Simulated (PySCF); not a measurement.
PySCF input:

```python
from pyscf import gto, scf, dft

mol = gto.M(
    atom='''
    Si    1.20246624   -0.33920449   -0.22124673
    O     1.75137592   -0.10526372   -1.62564756
    Br   -0.88130099    0.15974207    0.46007527
    ''',
    basis='def2-tzvpd',
    charge=1,
    spin=0,
    verbose=4,
)

mf = dft.RKS(mol, xc='m062x').density_fit(auxbasis='def2-universal-jkfit')
mf.grids.level = 4
mf.conv_tol = 1e-9
mf.max_cycle = 100
mf.max_memory = 1500
mf.kernel()
if not mf.converged:
    mf = mf.newton()
    mf.kernel(mf.make_rdm1())
mf.analyze()
```

Question: Which total energy does the run end on?

Answer: -2938.54271 Eh (M06-2X/def2-TZVPD).

This state (charge 1, singlet) is run at the relaxed geometry of the species with charge 0 and multiplicity 2.
